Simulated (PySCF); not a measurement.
## Electron correlation in Cr⁺ (chromium, charge +1)

[Ar] 3d4 4p1, one real determinant (an excited configuration). All numbers are calculated (PySCF 2.14, the spin-free X2C one-electron Hamiltonian (Gaussian nucleus), in x2c-TZVPPall with one added diffuse shell each of s, p, d, f type (7s6p5d3f1g, 80 functions)). Frozen: [Ne]; 13 electrons correlated.

```tsv
level	correlation energy (mhartree)
CCSD	-355.79
(T)	-7.28
CCSD(T)	-363.07
```

Diagnostics: T1 = 0.011, D1 = 0.0402, largest double amplitude 0.025.

**Question.** Is a single reference adequate?

**Answer.** Yes: T1 lies below 0.03 and no double amplitude reaches 0.07.

The reference is one real determinant that mixes LS terms of this configuration.

This basis was not built for core-valence correlation, so the inner-shell part is incomplete.
